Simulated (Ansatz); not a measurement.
```yaml
crystal:
  periodic: [false, false, false]
  atoms:
    - {symbol: Li, position_ang: [-0.217707, -2.098742, 0.357790]}
    - {symbol: Li, position_ang: [1.939252, 0.905566, -0.484551]}
    - {symbol: Li, position_ang: [-1.685260, 1.233812, 0.116500]}
    - {symbol: S, position_ang: [-0.003881, -0.028695, -0.015742]}
basis:
  gaussian: {orbitals: STO-3G}
total_charge: 1
magnetization: {spin_polarized: true, initial_magnetization: 2}
hamiltonian: {xc: {name: PBE-QIDH}}
scf: {omitted_lower_state_checks: [starts]}
output: {forces: true}
```

```sh
$ ansatz run in.yaml --threads 2 --pin off --events-out ev --progress --plain --max-ram 4352MiB
```

Shortened log:

```
Functional definition: PBE-QIDH
276 factors; integrals over basis functions are off by at most 1.1e-3 eV
mean field evaluation 1: about -11307.9516 eV, gradient 8.8e0 eV
mean field evaluation 2: about -11308.0091 eV, gradient 9.0e0 eV
mean field evaluation 4: about -11308.9338 eV, gradient 4.7e-1 eV
mean field evaluation 8: about -11308.9406 eV, gradient 2.3e-2 eV
mean field evaluation 16: about -11308.9407 eV, gradient 6.9e-4 eV
mean field -11308.94070438 eV, -415.5959054107 hartree, gradient 6.4e-6 eV, S^2 2.001334; 0 other end points of the search recorded, 0 dependent functions left out
5 core orbitals not correlated: weight in the atoms' cores, before any rotation towards them, 1.000 or more for the frozen orbitals, at most 0.000 for the correlated occupied ones
reference -11308.94071802 eV, -415.5959059120 hartree; 8, 6 occupied and 11, 13 virtual orbitals, 276 factors
second order -0.96430760 eV of doubles, -0.00000000 eV of singles
Total energy: -11309.26215389 eV, -415.6077184622 hartree
Atom 0 at    -0.217707    -2.098742     0.357790 Å, force    -0.095826    -0.868238     0.151196 eV/Å
Atom 1 at     1.939252     0.905566    -0.484551 Å, force     0.186304     0.105104    -0.053236 eV/Å
Atom 2 at    -1.685260     1.233812     0.116500 Å, force    -0.755212     0.577455     0.051880 eV/Å
Atom 3 at    -0.003881    -0.028695    -0.015742 Å, force     0.664734     0.185678    -0.149840 eV/Å
Dipole moment:     0.048586    -0.068638     0.012566 e Å
Checks for a lower state left out: starts
```

Run time 2 s (2 threads of Arm Neoverse V1 on a shared host).

Correlated methods freeze 5 core orbitals; core or outer-core shells of Li are correlated, in sets that lack core-valence functions.

The dipole of an ion depends on the origin.
